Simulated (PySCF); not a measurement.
# Electric field gradients and quadrupole coupling constants

Compound: C5H6F3O3S (charge -1).
Cartesian coordinates in Å at the GFN2-xTB level; atoms count from 1:
```xyz
18
C5H6F3O3S angstrom
C     -0.457    0.979   -1.236
C     -0.460   -0.023   -0.131
S     -2.017    0.053    0.844
O     -3.058   -0.234   -0.135
O     -1.853   -0.978    1.865
O     -2.046    1.411    1.369
C      0.113   -1.388   -0.197
C      0.702   -0.366    0.744
C      2.073    0.158    0.494
F      3.014   -0.489    1.231
F      2.233    1.460    0.805
F      2.498    0.042   -0.780
H     -1.398    0.867   -1.772
H     -0.432    1.980   -0.807
H      0.378    0.855   -1.928
H      0.702   -1.682   -1.057
H     -0.470   -2.174    0.259
H      0.470   -0.465    1.798
```

Field gradients from the PBE0/pcSseg-1 density (PySCF, non-relativistic), principal values in atomic units, ordered |Vxx| ≤ |Vyy| ≤ |Vzz|:

| atom | Vxx | Vyy | Vzz |
| --- | --- | --- | --- |
| S3 | -0.1311 | -0.1763 | 0.3074 |
| O4 | -0.5243 | -0.8532 | 1.3775 |
| O5 | -0.4969 | -0.8582 | 1.3551 |
| O6 | -0.5342 | -0.8388 | 1.3730 |

Question: Find the asymmetry η = (Vxx − Vyy)/Vzz and the couplings χ = eQV/h (234.96 MHz × Q in barn × V in au), with Q(33S) = −0.0678 b, Q(17O) = −0.0256 b.

Answer: 
| atom | environment | nucleus | η | χzz (MHz) | χxx (MHz) | χyy (MHz) |
| --- | --- | --- | --- | --- | --- | --- |
| S3 | sulfonyl sulfur | 33S | 0.15 | -4.898 | 2.089 | 2.808 |
| O4 | oxygen bonded to S | 17O | 0.24 | -8.29 | 3.15 | 5.13 |
| O5 | oxygen bonded to S | 17O | 0.27 | -8.15 | 2.99 | 5.16 |
| O6 | oxygen bonded to S | 17O | 0.22 | -8.26 | 3.21 | 5.05 |

Question: What is Vzz at O6 in SI units (1 au = 9.71736 × 10²¹ V/m²)?

Answer: 1.3730 au = 13.342 × 10²¹ V/m².

Question: What couplings would deuterons (Q(2H) = 0.00286 b) have in place of the hydrogens, at this geometry?

Answer: 
```csv
atom,bonded to,bond length (Å),Vzz (au),η,χzz (kHz)
H13,C1,1.089,0.3066,0.02,206
H14,C1,1.089,0.3102,0.02,208
H15,C1,1.091,0.3107,0.03,209
H16,C7,1.083,0.3273,0.06,220
H17,C7,1.079,0.3247,0.05,218
H18,C8,1.084,0.3109,0.09,209
```

Geometry: GFN2-xTB, one conformer, isolated ion. The pcSseg-1 basis has no diffuse functions, a weakness for an anion. GFN2-xTB bond lengths can be off by several hundredths of an ångström, more for odd bonds, and the gradients follow them. These gradients aren't converged with respect to the basis.

These values come from a run that also computed NMR shieldings. On one thread, Arm Neoverse V2 (aarch64), on a shared host, this took 56 s (with the writing of density and orbital grids) and 1.1 GiB of memory at its peak.
